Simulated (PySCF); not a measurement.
Radial density of La(2+) (lanthanum, charge +2)

r2SCAN, [Xe] 6s1, 2S determinant (an excited configuration). Calculation: PySCF 2.14, in x2c-QZVPPall (16s10p9d6f2g, 151 functions); scalar relativity by spin-free X2C-1e.

```json
{"r (bohr)": "0.0284", "4πr²ρ (e/bohr)": "66.63", "4πr²(ρα − ρβ)": "-0.0002"}
{"r (bohr)": "0.0478", "4πr²ρ (e/bohr)": "75.63", "4πr²(ρα − ρβ)": "0.0036"}
{"r (bohr)": "0.0805", "4πr²ρ (e/bohr)": "97.72", "4πr²(ρα − ρβ)": "0.0079"}
{"r (bohr)": "0.135", "4πr²ρ (e/bohr)": "71.67", "4πr²(ρα − ρβ)": "0.0000"}
{"r (bohr)": "0.228", "4πr²ρ (e/bohr)": "83.90", "4πr²(ρα − ρβ)": "0.0168"}
{"r (bohr)": "0.383", "4πr²ρ (e/bohr)": "34.33", "4πr²(ρα − ρβ)": "0.0110"}
{"r (bohr)": "0.644", "4πr²ρ (e/bohr)": "34.23", "4πr²(ρα − ρβ)": "0.0099"}
{"r (bohr)": "1.08", "4πr²ρ (e/bohr)": "11.56", "4πr²(ρα − ρβ)": "0.0910"}
{"r (bohr)": "1.82", "4πr²ρ (e/bohr)": "5.608", "4πr²(ρα − ρβ)": "-0.0156"}
{"r (bohr)": "3.06", "4πr²ρ (e/bohr)": "0.8484", "4πr²(ρα − ρβ)": "0.3513"}
{"r (bohr)": "5.16", "4πr²ρ (e/bohr)": "0.1516", "4πr²(ρα − ρβ)": "0.1501"}
{"r (bohr)": "8.67", "4πr²ρ (e/bohr)": "0.0003712", "4πr²(ρα − ρβ)": "0.0004"}
```

Densities and radii are taken from the X2C orbitals without a picture-change correction, which distorts them close to the nucleus.

Spin-orbit coupling, which splits the p, d and f shells strongly at this Z, is absent.

(1) Where is the radial spin density 4πr²(ρα − ρβ) most negative, and why is it negative at all?

Answers

(1) Around r = 1.82 bohr, down to -0.0156 e/bohr: exchange with the open shell polarises the paired shells in an unrestricted calculation.
